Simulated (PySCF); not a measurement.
Geometry (Å), atoms numbered from 1 in this order:
```xyz
24

C    -3.760    0.637   -0.561
C    -2.746    0.510    0.279
P    -1.519   -0.833    0.134
C    -0.401   -0.299    1.521
C     0.885   -1.119    1.532
Si    1.930   -0.791   -0.035
Si    2.921    1.305    0.054
C     0.733   -0.917   -1.521
C    -0.539   -0.113   -1.281
H    -3.898   -0.045   -1.385
H    -4.493    1.423   -0.468
H    -2.637    1.184    1.121
H    -0.181    0.770    1.425
H    -0.957   -0.448    2.454
H     1.460   -0.880    2.429
H     0.625   -2.177    1.601
H     2.888   -1.908   -0.157
H     3.838    1.433    1.190
H     3.697    1.602   -1.152
H     1.963    2.410    0.192
H     1.220   -0.560   -2.432
H     0.460   -1.959   -1.700
H    -1.189   -0.143   -2.162
H    -0.310    0.937   -1.070
```

Method: geometry from GFN2-xTB, σ from GIAO-PBE0/pcSseg-1, in PySCF 2.14.0 with density-fitted response routines (averaged over atoms made equivalent by symmetry, fast rotation or ring inversion, no relativistic terms, gas phase, a single conformation).

δ = σ(ref) − σ, references computed at the same level: 13C, 1H, 29Si vs TMS; 31P against H3PO4.

| atoms | nucleus | count | δ (ppm) |
| --- | --- | --- | --- |
| C2 | 13C | 1 | 152.6 |
| H16/H22 | 1H | 2 | 1.40 |
| C4/C9 | 13C | 2 | ? |
| H10 | 1H | 1 | ? |
| H12 | 1H | 1 | ? |
| H18/H19/H20 | 1H | 3 | ? |
| H11 | 1H | 1 | 6.12 |
| H17 | 1H | 1 | 4.23 |
| H13/H24 | 1H | 2 | 1.73 |
| Si7 | 29Si | 1 | -124.7 |
| C1 | 13C | 1 | ? |
| H15/H21 | 1H | 2 | 1.23 |
| C5/C8 | 13C | 2 | 10.6 |
| H14/H23 | 1H | 2 | 2.05 |
| Si6 | 29Si | 1 | -49.9 |
| P3 | 31P | 1 | -51.8 |

Question: Complete the table.

Answer: 
- C1: 134.4 ppm, terminal =CH2 carbon; as expected for a trigonal carbon in a double bond
- C4/C9: 32.8 ppm, sp3 CH2 bonded to P
- H12: 6.63 ppm, hydrogen on an alkene CH; a vinylic proton, deshielded by the sp2 carbon and the C=C anisotropy
- H10: 5.76 ppm, hydrogen on a terminal =CH2 carbon; a vinylic proton, deshielded by the sp2 carbon and the C=C anisotropy
- H18/H19/H20: 3.43 ppm, hydrogen on a silicon bonded to Si

Shifts are as computed. Against solution values, carbons near 30 ppm lie about +3 ppm off and those near 130 ppm about +5 ppm. Of 1211 compounds with measured shifts, 218 miss one by over three times the rms of a fit or turn the order of signals round; such compounds aren't used in these exercises. Experimental scales use liquid or dissolved standards, which lie at an offset from isolated H3PO4.
